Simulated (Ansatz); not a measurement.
Molecule: dimethylsilane, C2H8Si, charge 0, multiplicity 1. 
Coordinates optimised at B3LYP-D3(BJ)/def2-TZVP (Ansatz, an electronic-structure program):
```xyz
11

Si     0.0842     0.5358     0.0835
C     -1.6066    -0.2779     0.0432
C      1.4496    -0.7206    -0.1988
H      0.1538     1.5883    -0.9636
H      0.2845     1.1995     1.3982
H     -1.7855    -0.7568    -0.9220
H     -1.6892    -1.0432     0.8180
H     -2.4007     0.4529     0.2074
H      1.4315    -1.4952     0.5709
H      1.3352    -1.2088    -1.1691
H      2.4330    -0.2473    -0.1754
```

Property: vertical triplet-singlet gap (E(triplet) - E(singlet); each state is the SCF solution reached for its spin), in kcal/mol. Valence correlation only, unless marked. Open shells are spin-unrestricted. No spin-orbit coupling. Non-relativistic. CBS(X,Y): correlation extrapolated as X^-3; Hartree-Fock from the larger set.

CCSD(T)/CBS(aug-cc-pV(T+d)Z,aug-cc-pV(Q+d)Z) (Ansatz) gives 184.6 kcal/mol.

Task: Another calculation gave 191.2 kcal/mol. Which level was it?
(A) PBE0/def2-TZVPD (Ansatz)
(B) SVWN5/def2-TZVPD (Ansatz)
(C) r2SCAN/def2-TZVPD (Ansatz)
(D) wB97X-V/def2-TZVPD (Ansatz)

Result: D, wB97X-V/def2-TZVPD (Ansatz). The others give 179.3 (PBE0), 176.6 (r2SCAN), 167.7 (SVWN5) kcal/mol.
